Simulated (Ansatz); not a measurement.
Geometry optimisation, RKS PBE0-D4/def2-SVP (Ansatz 0.2.0).

input.yaml

```yaml
crystal:
  periodic: [false, false, false]
  atoms:
    - { symbol: Al, position_ang: [0.27921, -0.403545, 0.326073] }
    - { symbol: H, position_ang: [1.030086, -0.183722, 1.656948] }
    - { symbol: O, position_ang: [1.762427, -0.065941, -0.49486] }
    - { symbol: H, position_ang: [2.437481, 0.110251, 0.165613] }
    - { symbol: O, position_ang: [-1.243698, -0.798447, -0.253767] }
    - { symbol: Si, position_ang: [-2.73259, -1.280933, -0.783636] }
    - { symbol: H, position_ang: [-3.257548, -2.361183, 0.104328] }
    - { symbol: H, position_ang: [-3.677344, -0.125241, -0.756311] }
    - { symbol: H, position_ang: [-2.635825, -1.80344, -2.178787] }
basis:
  gaussian: { orbitals: def2-SVP }
hamiltonian:
  xc: pbe0
  dispersion: d4
relax:
  f_tol: 0.03
  max_steps: 50
```

Launched with:

```bash
$ ansatz run input.yaml --threads 2 --pin off --max-ram 3072MiB --backend cpu --events-out ev --progress --plain --runs-dir out
```

Problem. Where does it end, and by what steps?

Solution. It converged. The force dipped under the threshold on the way, but the program's further checks kept it going. After 13 steps the energy has fallen by 0.674 eV; H4 moved furthest, 0.70 Å.

```tsv
step	energy less start (eV)	largest force component (eV/Å)	accepted
0	0.0000	1.561	yes
1	-0.3708	1.130	yes
2	-0.5476	0.394	yes
3	-0.6144	0.602	yes
4	-0.6010	0.689	no
5	-0.6440	0.344	yes
6	-0.6647	0.119	yes
7	-0.6703	0.029	yes
8	-0.6709	0.135	yes
9	-0.6714	0.033	yes
10	-0.6730	0.012	yes
11	-0.6734	0.045	yes
12	-0.6728	0.096	no
13	-0.6738	0.009	yes
```

```xyz
9
Properties=species:S:1:pos:R:3
Al 0.332 -0.406 0.560
H 0.669 -0.258 2.091
O 1.475 -0.133 -0.665
H 2.389 0.122 -0.534
O -1.227 -0.856 0.084
Si -2.593 -1.252 -0.745
H -3.318 -2.349 -0.036
H -3.498 -0.066 -0.841
H -2.267 -1.715 -2.129
```

Time of the run: 23 s on 2 threads of Arm Neoverse V2, with other jobs on the host, peak memory 0.17 GiB.
